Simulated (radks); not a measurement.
Fractional charge and spin in the 5s shell of antimony: the spin-up occupation runs from 0 to 1 and the spin-down occupation from 0 to 1; the fullest corner is Sb2+, [Kr] 4d10 5p(up 0.5, down 0.5) 5s(up 1, down 1). All-electron calculation, scalar-relativistic Kohn-Sham, PBE, spin-polarised, spherical densities, point nucleus. Program: a radial shooting solver on a logarithmic mesh with Libxc functionals. Energy (eV) minus the two flat planes that join the four corners (they meet along the diagonal where the two added fractions sum to one electron); zero is where a piecewise linear energy would lie.

down \ up,0,0.25,0.5,0.75,1
0,0.000,-0.970,-1.289,-0.964,0.000
0.25,-0.970,-1.218,-0.825,0.204,-0.916
0.5,-1.289,-0.825,0.273,-0.783,-1.217
0.75,-0.964,0.204,-0.783,-1.152,-0.909
1,0.000,-0.916,-1.217,-0.909,0.000

Corners above the fullest one (they belong to Sb3+ and the next ion): (up 1, down 0) 34.243 eV, (up 0, down 1) 34.243 eV, (up 0, down 0) 79.606 eV. With half an added electron in each spin the energy lies 0.273 eV from the planes, and with half an added electron in spin up alone -1.289 eV. The planes are only a guide here: the flat-plane condition holds for ground states with one frontier orbital, while this shell lies below other occupied shells, so the corners above the fullest one are inner-hole states and not the ground states of those ions.
